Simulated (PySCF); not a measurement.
Match the calculated data to a structure.

All candidates are C5H8O2.

- Rotational structure: rotational constants A, B, C: 4.616, 2.551, 1.818 GHz [PBE0-D3(BJ)/def2-SVP]
- Triplet: lowest triplet excitation (Tamm–Dancoff): 3.78 eV [TDA CAM-B3LYP/def2-SVPD]
- 1H NMR: chemical shifts (computed TMS as zero) by class: 3.78 (4 H), 2.16 (4 H) ppm [GIAO PBE0/pcSseg-1]
- Polarisability: 63.8 au [CAM-B3LYP/def2-SVPD]
- 13C NMR: chemical shifts (computed TMS as zero) by class: 207.9 (1 C), 69.8 (2 C), 45.5 (2 C) ppm [GIAO PBE0/pcSseg-1]
- NMR, other nuclei: isotropic shieldings of nuclei other than C and H, by class: -346 (1 O), 283 (1 O) ppm [GIAO PBE0/pcSseg-1]
- XPS: C1s 291.0 (×2), C1s 292.5 (×2), C1s 293.3, O1s 537.6, O1s 538.7 eV [ΔSCF SCAN, pcX-2 on the ionised atom, pcseg-1 elsewhere, spin-free X2C]
- Couplings: largest of the computed one-bond spin–spin couplings (means over like bonds): 13C–1H +149.6 (×4), 13C–1H +135.9 (×4), 13C–13C +39.7 (×2), 17O–13C +34.7, 13C–13C +33.3 (×2), 17O–13C +24.0 (×2) Hz [B3LYP/pcJ-1, spin–dipole term left out]

The electronic properties come from PySCF, for the isolated species, density fitting. Levels stand in brackets. The structure is a single PBE0-D3(BJ)/def2-SVP conformer in the gas phase; no vibrational or solvent corrections. NMR values are class means; diastereotopic atoms form classes of their own.

**Question.** Which candidate is it?
A. `CC[C@H]1OCC1=O`
B. `O=C1CCOCC1`
C. `CO/C=C\CC=O`

**Answer.** B. It is `O=C1CCOCC1`. Numbering: `[O:1]=[C:2]1[CH2:3][CH2:4][O:5][CH2:6][CH2:7]1`. Its formula, C5H8O2, gives 2 degrees of unsaturation: 1 ring and 1 π bond in the structure found. 5 carbons fall into 3 classes; from least to most shielded: ketone carbonyl carbon [C2] (207.9 ppm), ring sp3 carbon bound to oxygen [C4/C6] (69.8 ppm, 2 C), sp3 carbon next to a carbonyl [C3/C7] (45.5 ppm, 2 C). Hydrogen classes from least to most shielded: 4 H on 2 like atoms (sp3 carbon bound to oxygen), C4/C6 (3.78 ppm, a mean of values up to 0.8 ppm apart in this geometry), 4 H on 2 like atoms (sp3 carbon next to a carbonyl), C3/C7 (2.16 ppm, a mean of values up to 0.5 ppm apart in this geometry). The other shieldings belong to: -346 ppm, ketone oxygen [O1]; 283 ppm, cyclic ether oxygen [O5]. The couplings run between: +149.6 Hz, sp3 carbon bound to oxygen [C4] and its hydrogen (with 3 like pairs); +135.9 Hz, sp3 carbon next to a carbonyl [C3] and its hydrogen (with 3 like pairs); +39.7 Hz, ketone carbonyl carbon [C2] and sp3 carbon next to a carbonyl [C3] (with 1 like pair); +34.7 Hz, ketone oxygen [O1] and ketone carbonyl carbon [C2]; +33.3 Hz, sp3 carbon next to a carbonyl [C3] and sp3 carbon bound to oxygen [C4] (with 1 like pair); +24.0 Hz, cyclic ether oxygen [O5] and sp3 carbon bound to oxygen [C4] (with 1 like pair). The core levels belong to: C1s 291.0 eV, sp3 carbon next to a carbonyl [C3/C7]; C1s 292.5 eV, sp3 carbon bound to oxygen [C4/C6]; C1s 293.3 eV, ketone carbonyl carbon [C2]; O1s 537.6 eV, ketone oxygen [O1]; O1s 538.7 eV, cyclic ether oxygen [O5]. The hole state at 293.3 eV has ⟨S²⟩ = 0.82 against 0.75, so that value is less sure. The optimised geometry has point group Cs and is an asymmetric top.

The others, at the same levels:
- `CO/C=C\CC=O` fails: its computed static isotropic polarisability is 72.1 au (against 63.8 au), rotational constant A is 7.344 GHz (against 4.616 GHz) and smallest rotational constant is 1.065 GHz (against 1.818 GHz).
- `CC[C@H]1OCC1=O` fails: it has 5 carbon classes against 3; its computed 13C shifts are 212.6 (1 C), 105.5 (1 C), 89.7 (1 C), 28.1 (1 C), 9.2 (1 C) ppm, core binding energies are C1s 290.9, C1s 291.0, C1s 292.3, C1s 292.5, C1s 293.6, O1s 538.3, O1s 538.5 eV and 1H shifts are 5.21 (1 H), 5.15 (1 H), 4.99 (1 H), 1.76 (1 H), 1.63 (1 H), 0.99 (3 H) ppm.

Each candidate is one conformer, not necessarily the lowest. The conformers computed, where there is a choice (atom-mapped SMILES and torsion angles):
- `[CH3:1][O:2]/[CH:3]=[CH:4]\[CH2:5][CH:6]=[O:7]`: C1–O2–C3–C4 -171°, C3–C4–C5–C6 -92°, C4–C5–C6–O7 -126°
- `[CH3:1][CH2:2][C@H:3]1[O:4][CH2:5][C:6]1=[O:7]`: C1–C2–C3–O4 -178°

The conformers of `O=C1CCOCC1` aren't listed.
